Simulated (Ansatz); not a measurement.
**Match the barriers**

Saddle point of CH₇BrSi, closed shell (CH₆Si ([CH3][SiH3]) + HBr → CH₅BrSi ([CH3][SiH2][Br]) + H₂; bonds formed: Si1–Br7, H2–H6; bonds broken: Si1–H2, H6–Br7), PBE0-D4/def2-TZVP structure:

```xyz
10
angstrom
Si -0.4114 0.0575 -0.5736
H 0.8950 0.7543 -1.4709
H -0.3023 -0.8830 -1.7374
H -1.6822 0.7737 -0.7730
C 0.0073 -0.9365 0.9288
H 0.8478 1.3401 -0.8257
Br 0.3271 2.3038 0.7768
H -0.3410 -1.9639 0.7902
H -0.4315 -0.4915 1.8205
H 1.0912 -0.9545 1.0639
```

Ansatz 0.2.0; basis: def2-TZVPP, with def2-QZVPP for the basis limit; cores frozen in the correlated methods. Filled d shells of the heavier atoms are correlated. The def2 sets are not built for correlating such inner shells, so the correlated values are less sure here. Extrapolation: Hartree–Fock as exp(−7.88 √X), correlation as X^−2.97. Four methods, as single points on the PBE0-D4 structures, gave these electronic barriers from the start structure: 1.272, 1.357, 1.610, 1.990 eV.

Q: The methods were, in alphabetical order, BLYP-D4, CCSD(T), HF, r2SCAN-D4. Which gave which? (Judge from chemistry; the calculation decides.)

A: The calculation gives: r2SCAN-D4 1.272; BLYP-D4 1.357; CCSD(T) 1.610; HF 1.990 eV. For comparison, CCSD(T) at an estimated basis limit (MP2 extrapolated from triple and quadruple zeta, plus CCSD(T) − MP2 in triple zeta) gives 1.482 eV.

T1 diagnostic: at most 0.010.

Labels in which every atom is bracketed show which atoms are joined, not bond orders.

For scale, one of the runs: CCSD(T)/def2-TZVPP, 219 basis functions (an equivalent command: `ansatz run in.yaml --threads 4`). Time: 91 s of wall clock on 4 CPU threads; the host was shared. Peak host memory: 3.2 GiB.
